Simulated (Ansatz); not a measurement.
Program: Ansatz. Geometries: PBE0-D4/def2-TZVP. ΔE: electronic, gas phase. CCSD(T)/CBS is the MP2 limit (def2-TZVPP, def2-QZVPP) plus CCSD(T) − MP2 in def2-TZVPP, frozen cores. Functionals use def2-TZVPP. B3LYP here is the variant with VWN-RPA as its local correlation; programs differ in this. For Ge outer-core shells are correlated without core-valence functions, which leaves a few kJ/mol of doubt a bond. Scalar relativity is left out up to krypton. One conformer a species, not always the lowest.

Reaction (formal exchange of groups at a C–Ge bond): `[OH][GeH]([OH])[CH2]F` + `C=C(F)F` → `FCC=C(F)F` + `[OH][GeH2][OH]`

```json
{"level": "r2SCAN-D4", "ΔE (kcal/mol)": "1.7", "difference from CCSD(T)/CBS": "-0.5"}
{"level": "PBE0-D4", "ΔE (kcal/mol)": "1.4", "difference from CCSD(T)/CBS": "-0.8"}
{"level": "B3LYP-D4", "ΔE (kcal/mol)": "2.1", "difference from CCSD(T)/CBS": "-0.1"}
{"level": "ωB97X-V", "ΔE (kcal/mol)": "1.6", "difference from CCSD(T)/CBS": "-0.6"}
{"level": "ωB97M-V", "ΔE (kcal/mol)": "2.0", "difference from CCSD(T)/CBS": "-0.2"}
{"level": "B2PLYP", "ΔE (kcal/mol)": "1.8", "difference from CCSD(T)/CBS": "-0.4"}
{"level": "r2SCAN", "ΔE (kcal/mol)": "1.6", "difference from CCSD(T)/CBS": "-0.6"}
{"level": "HF/def2-TZVPP", "ΔE (kcal/mol)": "0.7", "difference from CCSD(T)/CBS": "-1.5"}
{"level": "MP2/def2-TZVPP", "ΔE (kcal/mol)": "2.0", "difference from CCSD(T)/CBS": "-0.2"}
{"level": "SCS-MP2/def2-TZVPP", "ΔE (kcal/mol)": "1.8", "difference from CCSD(T)/CBS": "-0.4"}
{"level": "CCSD/def2-TZVPP", "ΔE (kcal/mol)": "2.1", "difference from CCSD(T)/CBS": "-0.1"}
{"level": "HF/def2-QZVPP", "ΔE (kcal/mol)": "0.5", "difference from CCSD(T)/CBS": "-1.7"}
{"level": "SCS-MP2/def2-QZVPP", "ΔE (kcal/mol)": "1.8", "difference from CCSD(T)/CBS": "-0.4"}
{"level": "HF/CBS(def2)", "ΔE (kcal/mol)": "0.4", "difference from CCSD(T)/CBS": "-1.8"}
{"level": "MP2/CBS(def2)", "ΔE (kcal/mol)": "2.1", "difference from CCSD(T)/CBS": "-0.1"}
{"level": "CCSD/CBS(def2)", "ΔE (kcal/mol)": "2.2", "difference from CCSD(T)/CBS": "0.0"}
{"level": "CCSD(T)/CBS", "ΔE (kcal/mol)": "2.2", "difference from CCSD(T)/CBS": "0"}
```

Largest T1 diagnostic among the species: 0.012.

In def2-TZVPP, CCSD(T) changes the Hartree–Fock value by +1.4 kcal/mol (the triples alone add −0.0 kcal/mol) and MP2 by +1.3 kcal/mol.
